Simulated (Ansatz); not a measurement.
C2H9InO (`C[O+](C)[InH3-]`), relaxed with RKS PBE0-D4/def2-TZVP in Ansatz from a PBE-D4/def2-SVP geometry. The force threshold is 0.005 eV/Å; the program also tests the step.

Total charge 0; spin multiplicity 1. In: def2 effective core potential.

Start:

```xyz
13

C     1.397    0.446   -0.416
O    -0.011    0.407   -0.206
C    -0.430    1.099    0.966
In   -1.107   -1.698   -0.663
H     1.603   -0.101   -1.355
H     1.744    1.499   -0.517
H     1.947   -0.041    0.423
H    -0.140    2.173    0.905
H     0.016    0.652    1.884
H    -1.532    1.018    1.017
H    -0.407   -1.867   -2.260
H    -2.722   -1.051   -0.465
H    -0.356   -2.536    0.686
```

```tsv
step	energy (eV)	largest force (eV/Å)	largest move (Å)
1	-9437.2816	0.572	0.000
2	-9437.3232	0.165	0.041
3	-9437.3291	0.020	0.019
4	-9437.3292	0.025	0.013
5	-9437.3293	0.020	0.012
6	-9437.3293	0.010	0.015
7 (rejected)	-9437.3292	0.027	0.011
8	-9437.3293	0.001	0.004
```

End:

```xyz
13

C     1.379    0.445   -0.417
O    -0.024    0.422   -0.229
C    -0.427    1.088    0.953
In   -1.090   -1.674   -0.651
H     1.589   -0.069   -1.354
H     1.731    1.479   -0.479
H     1.890   -0.068    0.405
H    -0.110    2.136    0.919
H     0.003    0.605    1.838
H    -1.513    1.036    1.001
H    -0.399   -1.875   -2.225
H    -2.697   -1.061   -0.460
H    -0.333   -2.464    0.699
```

Run time 24 s (4 threads of a server CPU on a shared host); peak host memory 0.55 GiB.
